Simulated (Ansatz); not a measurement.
Born–Oppenheimer molecular dynamics of Cl2H2OSn (6 atoms, charge 0, multiplicity 1). It starts from a relaxed structure.

Method: RKS PBE0/def2-SVP in Ansatz 0.2.0.

```json
{
 "ensemble": "NVT, Nosé–Hoover chain",
 "time step": "1 fs",
 "steps asked": "100",
 "set temperature": "100 K",
 "thermostat": "time constant 1 fs, chain length 1",
 "seed": "364056"
}
```

First frame:

```xyz
6
Properties=species:S:1:pos:R:3
Sn 0.090 -0.026 0.047
Cl 0.080 0.091 2.382
H 1.658 0.030 -0.597
Cl -1.236 1.748 -0.698
O -0.748 -1.715 -0.498
H -1.639 -1.825 -0.142
```

How far do the bonds stretch over the last three quarters of this one trajectory? (Pairs bonded in most of those frames.)


```tsv
bond	mean (Å)	spread (Å)	shortest	longest
Sn1–Cl2	2.330	0.036	2.28	2.39
Sn1–H3	1.702	0.031	1.64	1.75
Sn1–Cl4	2.333	0.017	2.31	2.36
Sn1–O5	1.970	0.038	1.91	2.03
O5–H6	0.966	0.009	0.95	0.99
```

Mean temperature of the second half: 99 K. The conserved energy stayed within 0.35 meV per atom of its start (net change 0.11 meV per atom), so the integration is sound. A run of 0.1 ps of so small a system gives no equilibrium averages.

Time of the run: 4 min on 1 thread of Intel(R) Xeon(R) 6975P-C (Granite Rapids), with other jobs on the host, peak memory 0.2 GiB.
